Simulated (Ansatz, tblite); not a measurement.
Isomers of W$_{2}$S$_{4}$⁻ (doublet), found by a short tight-binding search and relaxed with PBE-D4/def2-SVPD in Ansatz.

In the def2 sets W takes a core potential; there is no spin–orbit coupling. The xTB rows come from tblite. Correlated methods freeze 20 core orbitals; core or outer-core shells of W are correlated, in sets that lack core-valence functions.

Run but left out: HF/def2-TZVPD, r2SCAN-D4/def2-TZVPD, PBE0-D4/def2-TZVPD, r2SCAN0-D4/def2-TZVPD, BHLYP-D4/def2-TZVPD, MP2/def2-TZVPD (A: ⟨S²⟩ 1.12 to 1.99, where a pure state has 0.75).

A further structure is left out (at the level of its geometry, ⟨S²⟩ 1.78, where a pure state has 0.75); at PBE0-D4/def2-TZVPD its energy lies 0.00 eV below the lowest shown. A further structure is left out (at the level of its geometry, ⟨S²⟩ 1.39, where a pure state has 0.75); at PBE0-D4/def2-TZVPD its energy lies 0.22 eV below the lowest shown.

A: At CAM-B3LYP-D4/def2-TZVPD the charge -1 doublet is spin-contaminated (final ⟨S²⟩ up to 0.89, 0.75 for a pure state). B: At CAM-B3LYP-D4/def2-TZVPD the charge -1 doublet is spin-contaminated (final ⟨S²⟩ up to 0.90, 0.75 for a pure state). C: At CAM-B3LYP-D4/def2-TZVPD the charge -1 doublet is spin-contaminated (final ⟨S²⟩ up to 1.03, 0.75 for a pure state).

Other spin states weren't relaxed.

A:

```xyz
6

W     0.5304    0.0309   -0.0265
W    -2.0942   -0.1625    0.3135
S     1.8974   -0.1787    1.6680
S    -1.0348    1.8340    0.3062
S    -0.8356   -1.9304   -0.3270
S     1.5367    0.4067   -1.9342
```

B:

```xyz
6

W     0.249   -0.217   -0.195
W    -1.851    0.573   -0.083
S    -1.348   -0.671   -2.004
S     0.947   -1.784    1.414
S     2.272   -0.124    1.266
S    -0.270    2.223   -0.398
```

C:

```xyz
6

W    -0.8753   -0.4868   -0.6888
W     0.8477    0.8597    0.1529
S    -1.6599   -2.0306    0.6670
S     1.3145   -0.6847   -1.5939
S     1.5030    0.4345    2.2091
S    -1.1299    1.9079   -0.7463
```

Task: Estimate their order by electronic energy at RPA@PBE/def2-TZVPD, counted from the lowest.

Result: C (0.0) < A (52.4) < B (213.2), in kJ/mol.

Task: Do the other levels pick the same lowest one?

Result: Not GFN1-xTB, GFN2-xTB. Energies above each level's lowest (kJ/mol):

```
                  level     A      B      C
               GFN1-xTB   0.0  459.7  124.7
               GFN2-xTB   0.0  189.9   99.7
      PBE-D4/def2-TZVPD  65.9  196.0    0.0
CAM-B3LYP-D4/def2-TZVPD  23.9  201.6    0.0
     RPA@PBE/def2-TZVPD  52.4  213.2    0.0
```
Point groups (tolerance 0.1 Å): A Cs, B not assigned, C Cs. Lower isomers may exist.
